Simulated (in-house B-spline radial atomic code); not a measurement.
How G0W0 and RPA depend on the start: I XXVI (I25+)

Configuration [Ar] 3d10. Computed with a B-spline radial code for spherical atoms: all electrons, non-relativistic, point nucleus, each spin shell either full or empty, empty states to l = 9 with an (l + 1/2)⁻⁴ tail; G0W0 by contour deformation at full frequency.

Without relativity these are model numbers: it shifts the levels of so heavy an element strongly and can reorder them.

```json
{"start": "Hartree-Fock", "mean-field 3d (eV)": "-1410.34", "G0W0 (eV)": "?", "QP weight": "?", "RPA correlation (Eh)": "?"}
{"start": "PBE", "mean-field 3d (eV)": "-1367.13", "G0W0 (eV)": "-1408.36", "QP weight": "0.993", "RPA correlation (Eh)": "-2.1569"}
{"start": "LDA VWN5", "mean-field 3d (eV)": "-1367.09", "G0W0 (eV)": "?", "QP weight": "?", "RPA correlation (Eh)": "?"}
{"start": "TPSS", "mean-field 3d (eV)": "-1367.09", "G0W0 (eV)": "-1408.52", "QP weight": "0.993", "RPA correlation (Eh)": "-2.1523"}
{"start": "HSE06", "mean-field 3d (eV)": "-1377.81", "G0W0 (eV)": "-1408.44", "QP weight": "0.993", "RPA correlation (Eh)": "-2.1358"}
```

(1) What G0W0 level, weight and RPA correlation energy follow from the LDA VWN5 start?

(2) What G0W0 level, weight and RPA correlation energy follow from the Hartree-Fock start?

(3) How much of the dependence on the start does G0W0 remove?

Results:

(1) G0W0 level -1408.60 eV, weight 0.992, RPA correlation -2.158 hartree.

(2) G0W0 level -1408.49 eV, weight 0.994, RPA correlation -2.0742 hartree.

(3) The mean-field levels span 43.3 eV and the G0W0 levels 0.24 eV. Against 1397 ± 4 eV (NIST, tabulated theory) the G0W0 removal energies are off by +11.36 to +11.60 eV, with relativity, Breit and QED terms left out.
